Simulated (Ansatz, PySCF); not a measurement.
This Ansatz (a quantum-chemistry and plane-wave program) input computes a SVWN5/def2-TZVPD energy:

Ansatz 0.2 input:
```yaml
crystal:
  periodic: [false, false, false]
  atoms:
    - {symbol: C, position_ang: [-2.09112391, -0.22172854, 0.03744056]}
    - {symbol: Si, position_ang: [-0.28394631, -0.03362998, 0.00547301]}
    - {symbol: Cl, position_ang: [0.52941102, -1.27190814, -1.40645334]}
    - {symbol: Cl, position_ang: [0.24904259, 1.89302189, -0.45553033]}
    - {symbol: Cl, position_ang: [0.50632884, -0.48424078, 1.83922717]}
    - {symbol: H, position_ang: [-2.66997598, -0.00641659, 0.92704267]}
    - {symbol: H, position_ang: [-2.64933367, -0.51923284, -0.84144748]}
basis:
  gaussian:
    orbitals: def2-TZVPD
hamiltonian:
  xc: {name: SVWN5}
magnetization: {spin_polarized: true, initial_magnetization: 1}
output: {forces: true}
```

Q: Write an input for the same energy in PySCF and say what it gives.

A: 
```python
from pyscf import gto, scf, dft

mol = gto.M(
    atom='''
    C    -2.09112391   -0.22172854    0.03744056
    Si   -0.28394631   -0.03362998    0.00547301
    Cl    0.52941102   -1.27190814   -1.40645334
    Cl    0.24904259    1.89302189   -0.45553033
    Cl    0.50632884   -0.48424078    1.83922717
    H    -2.66997598   -0.00641659    0.92704267
    H    -2.64933367   -0.51923284   -0.84144748
    ''',
    basis='def2-tzvpd',
    charge=0,
    spin=1,
    verbose=4,
)

mf = dft.UKS(mol, xc='svwn').density_fit(auxbasis='def2-universal-jkfit')
mf.grids.level = 3
mf.conv_tol = 1e-9
mf.max_cycle = 100
mf.max_memory = 1500
mf.kernel()
if not mf.converged:
    mf = mf.newton()
    mf.kernel(mf.make_rdm1())
for _ in range(2):
    mo, _, stable, _ = mf.stability(return_status=True)
    if stable:
        break
    mf.kernel(mf.make_rdm1(mo, mf.mo_occ))
mf.analyze()
```
It gives -1703.61744 Eh, and Ansatz -1703.61736 Eh, a difference of 0.08 mEh, from the treatment of integrals and grids.

It need not be the lowest isomer of its formula.
